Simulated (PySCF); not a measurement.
Two species compared at the same levels of theory.

First species: C₆H₈F₂O₂.
InChI=1S/C6H8F2O2/c1-3-4(7)5(10-2)6(8)9/h3H2,1-2H3/b5-4-

Second species: diethylisopropylamine, C₇H₁₇N.
SMILES: `CCN(CC)C(C)C`

Levels: PBE0/pcSseg-1 for dipole moment, HOMO energy, LUMO energy and HOMO–LUMO gap; GFN2-xTB for rotational constant A and rotational constant C. Geometries: GFN2-xTB. Each species is one conformer at its optimised geometry, gas phase, non-relativistic unless stated. Electronic properties by PySCF.

Dipoles, sizes and rotational constants follow the conformer. The torsions of the flexible species, by atom-mapped SMILES:
- `[CH3:1][CH2:2]/[C:3]([F:4])=[C:5](/[O:6][CH3:7])[C:8](=[O:9])[F:10]`: C1–C2–C3–F4 92°, C3–C5–O6–C7 2°, C3–C5–C8–O9 5°
- `[CH3:1][CH2:2][N:3]([CH2:4][CH3:5])[CH:6]([CH3:7])[CH3:8]`: C1–C2–N3–C4 -79°, C2–N3–C4–C5 135°, C2–N3–C6–C7 -74°

Values for the first species:

| Item | Value |
| --- | --- |
| Dipole moment | 3.17 D |
| HOMO energy | -7.04 eV |
| LUMO energy | -1.57 eV |
| HOMO–LUMO gap | 5.47 eV |
| Rotational constant A | 1.466 GHz |
| Rotational constant C | 0.730 GHz |

Question: Estimate the same properties for the second species, and the change in each.

Answer: 
| property | first | second | second less first |
| --- | --- | --- | --- |
| dipole moment | 3.17 D | 0.63 D | -2.54 D |
| HOMO energy | -7.04 eV | -5.73 eV | +1.31 eV |
| LUMO energy | -1.57 eV | 1.44 eV | +3.01 eV |
| HOMO–LUMO gap | 5.47 eV | 7.17 eV | +1.70 eV |
| rotational constant A | 1.466 GHz | 2.054 GHz | +0.588 GHz |
| rotational constant C | 0.730 GHz | 1.204 GHz | +0.474 GHz |

On the first: The dipole matches unit charges of opposite sign 0.66 Å apart (1 e·Å = 4.8032 D). A dipole of 3.17 D is allowed in C1, and pure rotational transitions are dipole-allowed.

On the second: A dipole of 0.63 D is allowed in C1, and pure rotational transitions are dipole-allowed. In atomic units the dipole is 0.25 e·bohr (1 au = 2.5417 D).
